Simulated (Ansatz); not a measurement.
Ti(Cl)2(O) cation (Cl2OTi), SMILES [Ti](=[O])([Cl])[Cl] (connectivity only; charge and spin as stated), charge +1, multiplicity 2.

Geometry: ωB97X-D3(BJ)/def2-SVP. The spin state was assumed, not searched. The isomer is the one that the SMILES or the coordinates give; other isomers of the formula were not compared.

Two levels are set side by side: PBE/def2-SVPD (Ansatz, a program for electronic structure) and PBE0/def2-SVPD (Ansatz). Energy differences of separate SCF runs at the same geometry; the states with an electron removed or added have multiplicity 3 and 1. Differences are taken from unrounded values.

```
quantity                           PBE
-------------------------------  -----
vertical ionisation energy (eV)  16.91
vertical electron affinity (eV)   9.33
```

These are the PBE values. What does PBE0 give? (The exact figures need the calculation; the answer reports its results.)


| quantity | PBE0 | PBE minus PBE0 |
|---|---|---|
| vertical ionisation energy (eV) | 17.30 | -0.39 |
| vertical electron affinity (eV) | 9.46 | -0.14 |
